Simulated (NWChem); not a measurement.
System: CH$_{3}$BrMgS; SMILES [Br][Mg][S]C

NWChem input:

```
start job
memory heap 200 mb stack 900 mb global 1100 mb
geometry units angstroms noautoz
  Mg     0.660630    -0.178212    -0.002444
  Br     1.194268    -2.468967    -0.002807
  S      0.198362     2.074424    -0.001020
  C     -1.632739     2.161305     0.000464
  H     -2.072621     1.703038    -0.896263
  H     -1.896125     3.227899    -0.000942
  H     -2.071011     1.705337     0.899103
end
basis spherical
  * library def2-svp
end
dft
  xc hfexch
  iterations 150
  mulliken
end
task dft energy
```

Parts of the log:

```
             Northwest Computational Chemistry Package (NWChem) 7.3.0
             --------------------------------------------------------

 CS  symmetry detected

                             Geometry "geometry" -> ""
                             -------------------------

 Output coordinates in angstroms (scale by  1.889725989 to convert to a.u.)

  No.       Tag          Charge          X              Y              Z
 ---- ---------------- ---------- -------------- -------------- --------------
    1 Mg                  12.0000     0.24671519     0.24858324     0.00000000
    2 Br                  35.0000    -0.04243685    -2.08566587     0.00000000
    3 S                   16.0000     0.58971078     2.52243819     0.00000000
    4 C                    6.0000    -1.09907900     3.23550932     0.00000000
    5 H                    1.0000    -1.66887017     2.95787012    -0.89768314
    6 H                    1.0000    -0.97845072     4.32749943     0.00000000
    7 H                    1.0000    -1.66887017     2.95787012     0.89768314

 Effective nuclear repulsion energy (a.u.)     297.1063155210

      Symmetry information
      --------------------

 Group name             Cs
 Group number              2
 Group order               2
 No. of unique centers     6

  xc_inp: hfexch multiplicative factor not found.

                                 NWChem DFT Module
                                 -----------------

 Summary of "ao basis" -> "ao basis" (spherical)
 ------------------------------------------------------------------------------
       Tag                 Description            Shells   Functions and Types
 ---------------- ------------------------------  ------  ---------------------
 Mg                         def2-svp                 8       18   4s3p1d
 Br                         def2-svp                12       32   5s4p3d
 S                          def2-svp                 8       18   4s3p1d
 C                          def2-svp                 6       14   3s2p1d
 H                          def2-svp                 3        5   2s1p

      Symmetry analysis of basis
      --------------------------

        a'         67
        a"         30

            General Information
            -------------------
          SCF calculation type: DFT
          Wavefunction type:  closed shell.
          No. of atoms     :     7
          No. of electrons :    72
           Alpha electrons :    36
            Beta electrons :    36
          Charge           :     0
          Spin multiplicity:     1
          Use of symmetry is: on ; symmetry adaption is: on
          Maximum number of iterations: 150
          AO basis - number of functions:    97
                     number of shells:    43
          Convergence on energy requested:  1.00D-06
          Convergence on density requested:  1.00D-05
          Convergence on gradient requested:  5.00D-04

              XC Information
              --------------
                     Hartree-Fock (Exact) Exchange  1.000

      Superposition of Atomic Density Guess
      -------------------------------------

 Sum of atomic energies:       -3208.09058523

      Non-variational initial energy
      ------------------------------

 Total energy =   -3209.128638
 1-e energy   =   -5054.570336
 2-e energy   =    1548.335383
 HOMO         =      -0.290764
 LUMO         =      -0.060950

      Symmetry analysis of molecular orbitals - initial
      -------------------------------------------------

  Numbering of irreducible representations:

     1 a'          2 a"

  Orbital symmetries:

     1 a'          2 a'          3 a'          4 a'          5 a'
     6 a"          7 a'          8 a'          9 a'         10 a'
    11 a'         12 a'         13 a"         14 a'         15 a'
    16 a"         17 a'         18 a'         19 a'         20 a"
    21 a'         22 a"         23 a'         24 a'         25 a"
    26 a'         27 a'         28 a'         29 a'         30 a"
    31 a'         32 a'         33 a"         34 a'         35 a'
    36 a"         37 a'         38 a'         39 a"         40 a'
    41 a'         42 a'         43 a'         44 a"         45 a'
    46 a"

     ---------------------------------------------
      Total Density - Mulliken Population Analysis
     ---------------------------------------------

    Atom       Charge   Shell Charges
 -----------   ------   -------------------------------------------------------
    1 Mg  12    10.97   2.00  1.99  0.55  0.06  5.98  0.17  0.09  0.13
    2 Br  35    35.58   2.00  2.00  2.00  1.37  0.57  6.00  5.99  2.44  3.21  8.23  1.73  0.05
    3 S   16    16.60   2.00  1.99  1.21  0.65  5.94  1.83  2.95  0.03
    4 C    6     6.19   1.99  0.94  0.25  1.92  1.07  0.03
    5 H    1     0.88   0.67  0.19  0.02
    6 H    1     0.89   0.67  0.19  0.02
    7 H    1     0.88   0.67  0.19  0.02

   convergence    iter        energy       DeltaE   RMS-Dens  Diis-err
 ---------------- ----- ----------------- --------- --------- ---------
 d= 0,ls=0.0,diis     1  -3208.7080369011 -3.51D+03  6.40D-03  1.95D-01
 d= 0,ls=0.0,diis     2  -3208.7480011832 -4.00D-02  2.01D-03  3.15D-02
 d= 0,ls=0.0,diis     3  -3208.7526629162 -4.66D-03  6.16D-04  2.48D-03
 d= 0,ls=0.0,diis     4  -3208.7532837814 -6.21D-04  2.03D-04  1.54D-04
 d= 0,ls=0.0,diis     5  -3208.7533502973 -6.65D-05  1.14D-04  1.76D-05
  Resetting Diis
 d= 0,ls=0.0,diis     6  -3208.7533621369 -1.18D-05  3.30D-05  1.71D-06
 d= 0,ls=0.0,diis     7  -3208.7533630831 -9.46D-07  6.69D-06  1.28D-07

         Total DFT energy =    -3208.753363083097
      One electron energy =    -5058.299272134719
           Coulomb energy =     1689.505469575842
    Exchange-Corr. energy =     -137.065876045254
 Nuclear repulsion energy =      297.106315521035

 Numeric. integr. density =        0.000000000000

                  Occupations of the irreducible representations
                  ----------------------------------------------

                     irrep           alpha         beta
                     --------     --------     --------
                     a'               27.0         27.0
                     a"                9.0          9.0

                       DFT Final Molecular Orbital Analysis
                       ------------------------------------

 Vector   34  Occ=2.000000D+00  E=-4.074763D-01  Symmetry=a'
              MO Center= -3.2D-02, -2.0D+00, -2.2D-13, r^2= 1.6D+00
   Bfn.  Coefficient  Atom+Function         Bfn.  Coefficient  Atom+Function
  ----- ------------  ---------------      ----- ------------  ---------------
    33      0.583372  2 Br px                30      0.500101  2 Br px
    27     -0.334611  2 Br px                24      0.108376  2 Br px
    11      0.066881  1 Mg px                34     -0.065757  2 Br py
    14     -0.065147  1 Mg d -2              31     -0.056946  2 Br py
     8      0.043258  1 Mg px                28      0.038132  2 Br py

 Vector   35  Occ=2.000000D+00  E=-3.785664D-01  Symmetry=a'
              MO Center=  4.3D-01,  2.3D+00,  3.1D-13, r^2= 2.9D+00
   Bfn.  Coefficient  Atom+Function         Bfn.  Coefficient  Atom+Function
  ----- ------------  ---------------      ----- ------------  ---------------
    62      0.482875  3 S  py                59      0.317662  3 S  py
    61      0.304359  3 S  px                 3     -0.239669  1 Mg s
    58      0.200811  3 S  px                56      0.185334  3 S  py
    53      0.153773  3 S  s                  9     -0.135159  1 Mg py
    34      0.134103  2 Br py                88     -0.132175  6 H  s

 Vector   36  Occ=2.000000D+00  E=-3.457368D-01  Symmetry=a"
              MO Center=  4.5D-01,  2.4D+00, -5.1D-13, r^2= 2.0D+00
   Bfn.  Coefficient  Atom+Function         Bfn.  Coefficient  Atom+Function
  ----- ------------  ---------------      ----- ------------  ---------------
    63      0.623669  3 S  pz                60      0.412033  3 S  pz
    57      0.236163  3 S  pz                83      0.114971  5 H  s
    93     -0.114971  7 H  s                 74     -0.103219  4 C  pz
    13      0.096946  1 Mg pz                15      0.091128  1 Mg d -1
    84      0.087480  5 H  s                 94     -0.087480  7 H  s

 Vector   37  Occ=0.000000D+00  E= 2.879903D-02  Symmetry=a'
              MO Center=  8.3D-02,  2.0D-01,  1.3D-11, r^2= 7.7D+00
   Bfn.  Coefficient  Atom+Function         Bfn.  Coefficient  Atom+Function
  ----- ------------  ---------------      ----- ------------  ---------------
     4      1.306268  1 Mg s                 23     -0.383187  2 Br s
    54     -0.375362  3 S  s                 34     -0.261420  2 Br py
    62      0.252687  3 S  py                 2      0.150343  1 Mg s
    31     -0.113606  2 Br py                71     -0.108460  4 C  s
    59      0.104518  3 S  py                21      0.098967  2 Br s

 Vector   38  Occ=0.000000D+00  E= 6.070193D-02  Symmetry=a'
              MO Center=  4.2D-01,  4.5D-01, -5.3D-12, r^2= 6.5D+00
   Bfn.  Coefficient  Atom+Function         Bfn.  Coefficient  Atom+Function
  ----- ------------  ---------------      ----- ------------  ---------------
    11      0.939104  1 Mg px                71      0.556594  4 C  s
    54     -0.277019  3 S  s                 33     -0.257810  2 Br px
    89     -0.203432  6 H  s                  8      0.133322  1 Mg px
     5      0.124668  1 Mg px                84     -0.117628  5 H  s
    94     -0.117628  7 H  s                 12     -0.110754  1 Mg py

[...]
```

Level: Hartree-Fock/def2-SVP. Structure relaxed at the PBE0/def2-SVP level.
